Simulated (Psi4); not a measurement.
Conformational energy of SMILES c1(-c2ccco2)occc1 (C8H6O2). Scanned: dihedral O3–C4–C5–O9; all other coordinates were relaxed at GFN2-xTB. Points at φ and −φ are mirror images.

Geometry of the scan point at -60° (Å):
```
16

C      2.8786    -0.4918    -0.3485
C      2.7229     0.7628     0.1546
O      1.4256     1.0922     0.2214
C      0.7195     0.0311    -0.2301
C     -0.7258     0.1156    -0.3445
C     -1.5371    -0.1196    -1.4217
C     -2.8635     0.0221    -0.9534
C     -2.7617     0.3147     0.3715
O     -1.4776     0.3641     0.7517
C      1.5738    -0.9683    -0.6113
H      3.7998    -1.0118    -0.5131
H      3.4319     1.4944     0.4884
H     -1.2210    -0.3449    -2.4192
H     -3.7630    -0.0811    -1.5247
H     -3.5027     0.5017     1.1233
H      1.2989    -1.9234    -1.0087
```

Computed with PBE-D3(BJ)/def2-SVP // GFN2-xTB run with Psi4.

Scanned values (°): -165, -150, -135, -120, -105, -90, -75, -60, -45, -30, -15, 0, 15, 30, 45, 60, 75, 90, 105, 120, 135, 150, 165, 180.

Describe the profile: where are the wells and the tops?

Lower than their neighbours: 0° (0.074 eV), 180° (0.000 eV). Higher than their neighbours: -90° (0.261 eV), 90° (0.261 eV). The whole profile spans 0.261 eV.
